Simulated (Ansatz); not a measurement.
The cluster Be2F5⁻. The state is a triplet with charge -1. Geometry PBE-D4/def2-SVPD, that of the charge -1 singlet; atoms count from 1.

```xyz
7

Be   -1.0091    1.0772   -0.3313
Be    1.0409   -1.0597    0.2904
F    -0.7412    2.5151   -0.4513
F    -2.2952    0.3793   -0.2432
F     0.2711    0.1561   -0.3537
F     0.9594   -1.1652    1.7500
F     1.7742   -1.9028   -0.6609
```

The highest occupied level of the charge -1 triplet lies above zero (up to 1.38 eV). By energy differences it is unbound by 0.38 eV (vertical, to the charge 0 doublet, at PBE0-D4/def2-TZVPD) and held by the finite basis. At PBE0-D4/def2-TZVPD a singlet of charge -1 lies 8.34 eV below the triplet at the same geometry. The structure comes from a short search, and lower isomers may exist.

Estimate the Mulliken populations from the PBE0/def2-TZVPD orbitals of Ansatz.


```tsv
atom	charge (e)	spin (α − β)
Be1	-0.86	1.10
Be2	-0.15	0.36
F3	0.09	0.30
F4	0.16	0.20
F5	0.07	-0.14
F6	-0.12	0.07
F7	-0.18	0.11
```
Mulliken values and Mayer orders depend strongly on the basis. With diffuse functions, as here, like atoms can get unlike values, and bond orders can come out too low or too high.

Where does the spin sit?

Summed by element: Be 1.46, F 0.54, of 2 unpaired in all. Largest on single atoms: Be1 1.10, Be2 0.36, F3 0.30.

And the Mayer bond orders between bonded heavy atoms (over 0.3)?

Be1–F3 0.75 (1.47 Å); Be1–F4 0.48 (1.47 Å); Be2–F5 0.48 (1.58 Å); Be2–F6 0.89 (1.47 Å); Be2–F7 1.04 (1.47 Å). Values over 0.3 also appear between atoms too far apart for a bond (Be1–Be2 1.04 at 3.03 Å; F3–F4 0.38 at 2.65 Å); they arise where an orbital or an unpaired electron spreads over both atoms.
